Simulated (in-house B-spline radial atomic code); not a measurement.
Radial electron density of the selenium ion Se⁸⁺, [Ar] 3d8. Method: non-relativistic PBEsol, spin-polarised, spherical fractional occupations, point nucleus. Calculated with a radial B-spline atomic code at the basis-set limit.

Columns: r (bohr), 4πr²n(r) (electrons per bohr), bar.

```
 0.00198    1.164 #
 0.00235    1.599 #
 0.00279    2.187 ##
 0.00332    2.987 ###
 0.00395    4.051 ####
  0.0047    5.451 #####
 0.00559    7.258 #######
 0.00664    9.537 #########
  0.0079    12.39 ###########
 0.00939    15.83 ##############
  0.0112    19.93 ##################
  0.0133    24.39 ######################
  0.0158     29.1 ##########################
  0.0188    33.71 ##############################
  0.0223    37.62 ##################################
  0.0265    40.39 ####################################
  0.0316     41.5 #####################################
  0.0375    40.75 #####################################
  0.0446    38.53 ###################################
   0.053    35.86 ################################
  0.0631    34.18 ###############################
   0.075    34.91 ################################
  0.0892    38.49 ###################################
   0.106    43.77 #######################################
   0.126    48.17 ###########################################
    0.15    48.77 ############################################
   0.178    44.28 ########################################
   0.212    36.18 #################################
   0.252    28.72 ##########################
     0.3    25.59 #######################
   0.356    27.26 #########################
   0.424    30.45 ###########################
   0.504    30.67 ############################
   0.599    26.08 ########################
   0.712    18.26 ################
   0.847    10.35 #########
    1.01    4.631 ####
     1.2    1.654 #
    1.42   0.4698 
    1.69  0.09476 
    2.01  0.01338
```

On this grid the curve has 3 maxima, near 0.0316, 0.15, 0.504 bohr.

The 3p up radial function P(r) = rR(r), positive near the nucleus:

```
r (bohr)         P
 0.00198  0.001713
 0.00279  0.003355
 0.00395  0.006593
 0.00559   0.01284
  0.0079   0.02466
  0.0112   0.04686
  0.0158   0.08623
  0.0223    0.1538
  0.0316    0.2636
  0.0446    0.4201
  0.0631    0.6096
  0.0892    0.7616
   0.126    0.7365
   0.178    0.3728
   0.252   -0.3524
   0.356    -1.123
   0.504     -1.44
   0.712    -1.114
    1.01   -0.5177
    1.42   -0.1343
    2.01  -0.01484
```
